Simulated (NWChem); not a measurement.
Species: SnF3 cation; SMILES [F][Sn+]([F])[F]

Program: NWChem. All runs use the structure optimised with PBE0/def2-SVP. def2 effective core potentials on Sn; no spin-orbit coupling. Level M06-L/def2-SVP: energy and gradient on several grids; changes count from the extra-fine grid, which is no exact limit either.

Question: Which is the coarsest grid (medium; xfine; xcoarse; fine; coarse) from which on the energy stays within 500 μHa and each gradient component within 500 μHa/bohr of xfine?

Answer: medium.
```json
[
 {"grid": "xcoarse", "size of the energy change (μHa)": "40000", "largest change of a gradient component (μHa/bohr)": "10000"},
 {"grid": "coarse", "size of the energy change (μHa)": "1000", "largest change of a gradient component (μHa/bohr)": "100"},
 {"grid": "medium", "size of the energy change (μHa)": "30", "largest change of a gradient component (μHa/bohr)": "200"},
 {"grid": "fine", "size of the energy change (μHa)": "< 10", "largest change of a gradient component (μHa/bohr)": "200"},
 {"grid": "xfine", "size of the energy change (μHa)": "< 10", "largest change of a gradient component (μHa/bohr)": "< 30"}
]
```
